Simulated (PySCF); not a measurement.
Predicted microwave data (CAM-B3LYP/def2-SVPD in PySCF (dipole) on a GFN2-xTB geometry, gas phase) for one isomer of C5H7NO:

| Property | Result |
| --- | --- |
| Rotational constants | A = 9180, B = 1381, C = 1200 MHz |
| Dipole components | \|μa\| = 0.07 D, \|μb\| = 3.45 D, \|μc\| = 0.00 D |
| Inertial defect | 0.00 u·Å² |
| κ | -0.95 |

Task: Which candidate fits, each taken in the one conformer that was computed?
A. `[H]/[N:7]=[CH:6]\[CH2:5][C:3]([CH:2]=[CH2:1])=[O:4]` with C1–C2–C3–O4 2°, C2–C3–C5–C6 -84°, C3–C5–C6–N7 113°
B. `[CH3:1][CH2:2][c:3]1[n:4][cH:5][cH:6][o:7]1` with C1–C2–C3–N4 -93°
C. `[CH2:1]=[CH:2][NH:3][C:4](=[O:5])[CH:6]=[CH2:7]` with C1–C2–N3–C4 180°, C2–N3–C4–O5 0°, N3–C4–C6–C7 180°

Result: C. It is C=CNC(=O)C=C, a near-prolate asymmetric top, point group Cs. The candidates at the same level (rigid rotor, commonest isotopes):

| SMILES | A (MHz) | B (MHz) | C (MHz) | μa (D) | μb (D) | μc (D) | Δ (u·Å²) | point group | rotor |
| --- | --- | --- | --- | --- | --- | --- | --- | --- | --- |
| C=CNC(=O)C=C | 9180 | 1381 | 1200 | 0.07 | 3.45 | 0.00 | 0.00 | Cs | near-prolate asymmetric top |
| [H]/N=C\CC(=O)C=C | 4765 | 1721 | 1401 | 0.81 | 1.62 | 2.34 | -38.84 | C1 | asymmetric top |
| CCc1ncco1 | 6882 | 2019 | 1765 | 0.13 | 1.32 | 0.08 | -37.50 | C1 | near-prolate asymmetric top |

`[H]/N=C\CC(=O)C=C` has A 48 % too low; `CCc1ncco1` has C 47 % too high. In the right answer the mirror of this Cs structure is the ab plane, so μc vanishes by symmetry. No structure here is proved a minimum.
